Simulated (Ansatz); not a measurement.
Ansatz (an electronic-structure program) input (MP2/6-31G*):

Ansatz 0.2 input:
```yaml
crystal:
  periodic: [false, false, false]
  atoms:
    - {symbol: C, position_ang: [1.71048900, -0.96162300, -0.02968500]}
    - {symbol: O, position_ang: [0.92219700, 0.15135800, 0.36996500]}
    - {symbol: B, position_ang: [-0.39421000, 0.28175900, 0.04148100]}
    - {symbol: C, position_ang: [-1.13475900, -0.81634000, -0.81910400]}
    - {symbol: C, position_ang: [-1.12120500, 1.57345300, 0.56362100]}
    - {symbol: H, position_ang: [1.31278300, -1.89431800, 0.37683700]}
    - {symbol: H, position_ang: [1.75648100, -1.04420500, -1.11795200]}
    - {symbol: H, position_ang: [2.71668500, -0.80768700, 0.35665500]}
    - {symbol: H, position_ang: [-2.18145700, -0.57355600, -1.00376200]}
    - {symbol: H, position_ang: [-1.10183000, -1.79487400, -0.32751800]}
    - {symbol: H, position_ang: [-0.64862300, -0.95537500, -1.79090800]}
    - {symbol: H, position_ang: [-1.98408300, 1.30266600, 1.18186000]}
    - {symbol: H, position_ang: [-1.53209600, 2.14552600, -0.27549200]}
    - {symbol: H, position_ang: [-0.47153300, 2.22922700, 1.14416000]}
basis:
  gaussian:
    orbitals: 6-31G*
magnetization: {spin_polarized: false}
correlation: {method: mp2, electrons: outside_noble_gas}
```

Output:

```
Functional definition: HF
integrals: 0.05 GiB planned
984 factors; integrals over basis functions are off by at most 8.1e-4 eV
mean field: 0.30 GiB planned
mean field evaluation 1: about -5941.0284 eV, gradient 3.6e1 eV
mean field evaluation 2: about -5941.0816 eV, gradient 3.6e1 eV
mean field evaluation 4: about -5944.1483 eV, gradient 4.3e0 eV
mean field evaluation 8: about -5944.1959 eV, gradient 1.0e-4 eV
mean field -5944.19591190 eV, -218.4451706416 hartree, gradient 3.0e-6 eV, S^2 0.000000; 0 other end points of the search recorded, 0 dependent functions left out
5 core orbitals not correlated
reference -5944.19591190 eV, -218.4451706416 hartree; 15, 15 occupied and 73, 73 virtual orbitals, 984 factors
second order -17.58140786 eV of doubles, -0.00000000 eV of singles
Total energy: -5961.77731975 eV, -219.0912754632 hartree
```

The geometry given is a B3LYP-D3(BJ)/def2-TZVP minimum.
